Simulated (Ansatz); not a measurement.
One geometry of As6⁺, several levels of theory.

```yaml
crystal:
  periodic: [false, false, false]
  atoms:
    - {symbol: As, position_ang: [-0.480825, 2.149960, 1.705661]}
    - {symbol: As, position_ang: [0.242581, -2.875107, -1.232241]}
    - {symbol: As, position_ang: [-1.204199, 0.679255, -0.085602]}
    - {symbol: As, position_ang: [0.963659, -0.595134, -0.796311]}
    - {symbol: As, position_ang: [-0.690760, 3.032068, -0.416081]}
    - {symbol: As, position_ang: [1.169554, -2.391032, 0.824574]}
basis:
  gaussian: {orbitals: def2-SVP, initial_orbitals: start.molden}
total_charge: 1
magnetization: {spin_polarized: true, initial_magnetization: 1}
hamiltonian: {xc: pbe, dispersion: d4}
scf: {omitted_lower_state_checks: [starts]}
output: {forces: true, orbitals: {seedname: orbitals}}
```

The file start.molden holds the orbitals of an earlier run on this structure, at another level or in another basis.

```sh
$ ansatz run in.yaml --threads 4 --pin off --events-out ev --progress --plain --max-ram 4787MiB
```

It prints (some lines left out):

```
Functional definition: PBE
2178 factors; their error is unknown
mean field evaluation 1: about -364944.4568 eV, gradient 7.9e0 eV
mean field evaluation 2: about -364944.6495 eV, gradient 2.0e-1 eV
mean field evaluation 4: about -364944.4417 eV, gradient 2.2e-3 eV
mean field -364944.44172473 eV, -13411.4608651568 hartree, gradient 1.1e-5 eV, S^2 0.752585; 0 other end points of the search recorded, 0 dependent functions left out
reference -364944.44176306 eV, -13411.4608665651 hartree; 99, 98 occupied and 93, 94 virtual orbitals, 2178 factors
Total energy: -364944.90000846 eV, -13411.4777067729 hartree
Atom 0 at    -0.480825     2.149960     1.705661 Å, force     0.000706     0.000038    -0.005609 eV/Å
Atom 1 at     0.242581    -2.875107    -1.232241 Å, force     0.002701    -0.001112     0.004596 eV/Å
Atom 2 at    -1.204199     0.679255    -0.085602 Å, force     0.003913    -0.002742    -0.001084 eV/Å
Atom 3 at     0.963659    -0.595134    -0.796311 Å, force    -0.003450     0.002686     0.001239 eV/Å
Atom 4 at    -0.690760     3.032068    -0.416081 Å, force    -0.000164     0.000053     0.005384 eV/Å
Atom 5 at     1.169554    -2.391032     0.824574 Å, force    -0.003706     0.001077    -0.004525 eV/Å
Dipole moment:     0.017731    -0.006321     0.064991 e Å
Checks for a lower state left out: starts
```

Run time 7 s (4 threads of Arm Neoverse V2 on a shared host).

The first input with `hamiltonian: {xc: {name: BLYP}, dispersion: d4}`, `output: {orbitals: {seedname: orbitals}}` (abridged; 6 s):

```
Functional definition: BLYP
mean field -365006.95044762 eV, -13413.7580183530 hartree, gradient 3.2e-5 eV, S^2 0.751877
Total energy: -365007.88906376 eV, -13413.7925118600 hartree
Checks for a lower state left out: starts
```

As the first input, with `hamiltonian: {xc: pbe0, dispersion: d4}`, `output: {orbitals: {seedname: orbitals}}` (abridged; 26 s):

```
Functional definition: PBE0
mean field -364954.03500726 eV, -13411.8134117869 hartree, gradient 2.2e-5 eV, S^2 0.759225
Total energy: -364954.43557028 eV, -13411.8281322065 hartree
Checks for a lower state left out: starts
```

As the first input, with `hamiltonian: {xc: r2scan, dispersion: d4}`, `output: {orbitals: {seedname: orbitals}}` (abridged; 18 s):

```
Functional definition: r2SCAN
mean field -364997.83956842 eV, -13413.4231997180 hartree, gradient 2.0e-5 eV, S^2 0.758540
Total energy: -364997.93692178 eV, -13413.4267773878 hartree
Checks for a lower state left out: starts
```

The first input with `correlation: {method: mp2}`, `output: {orbitals: {seedname: orbitals}}` and without the key `hamiltonian` (abridged; 25 s):

```
Functional definition: HF
mean field -364724.01510395 eV, -13403.3603362536 hartree, gradient 4.7e-6 eV, S^2 1.834205
54 core orbitals not correlated: weight in the atoms' cores, before any rotation towards them, 1.000 or more for the frozen orbitals, at most 0.000 for the correlated occupied ones
second order -35.37429427 eV of doubles, -0.00000000 eV of singles
Total energy: -364759.38939822 eV, -13404.6603175905 hartree
Checks for a lower state left out: starts
```

Geometry: PBE-D4/def2-SVP.

Correlated methods freeze 54 core orbitals; core or outer-core shells of As are correlated, in sets that lack core-valence functions. At MP2/def2-SVP the charge 1 doublet is spin-contaminated (final ⟨S²⟩ up to 1.83, 0.75 for a pure state). Another isomer (doublet) lies 0.84 eV lower at PBE0-D4/def2-SVP; other spin states weren't run for this one.
